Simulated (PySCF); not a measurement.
**Cd²⁺: excitation energy**

Cd²⁺ [Kr] 4d10 (1S) → Cd²⁺ [Kr] 4d9 5s1 (3D), as a difference of total energies. All numbers are calculated (PySCF 2.14, a scalar-relativistic core potential, in def2-TZVPPD with the def2 core potential (28 electrons) (6s4p3d2f1g, 56 functions)). Correlated levels: valence and next inner shell: nothing frozen outside the core potential. The calculations carry no spin-orbit coupling.

| method | excitation energy (cm⁻¹) |
| --- | --- |
| UHF | 79150 |
| MP2 (valence and next inner shell) | 82807 |
| SCS-MP2 (valence and next inner shell) | 82839 |
| CCSD (valence and next inner shell) | 81472 |
| CCSD(T) (valence and next inner shell) | 81453 |
